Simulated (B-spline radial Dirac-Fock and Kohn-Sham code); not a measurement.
The computed values come from a radial B-spline solver: the Dirac equation of a negative muon with reduced mass in the field of a spherical finite nucleus, with the Uehling potential to all orders; nuclear polarisation, deformation, hyperfine structure, self-energy, higher-order vacuum polarisation, relativistic recoil and electron screening are left out. The nuclear charge is a Fermi distribution (skin thickness 2.3 fm).

Question: A muonic atom of atomic mass 173.94 u emits these computed lines: 2p3/2 → 1s1/2 5059 keV, 3d5/2 → 2p3/2 1873 keV, 4f7/2 → 3d5/2 681.1 keV, 5g9/2 → 4f7/2 313.4 keV. Which element is it, and what rms charge radius was used?

Answer: Ytterbium (Z = 70, nuclide ¹⁷⁴Yb); the high transitions hardly feel the nucleus and fix Z. The 2p → 1s line lies 6255 keV below the value for a point nucleus without QED, which for this nuclear model gives a radius near 5.31 fm (5.3108 fm was used).
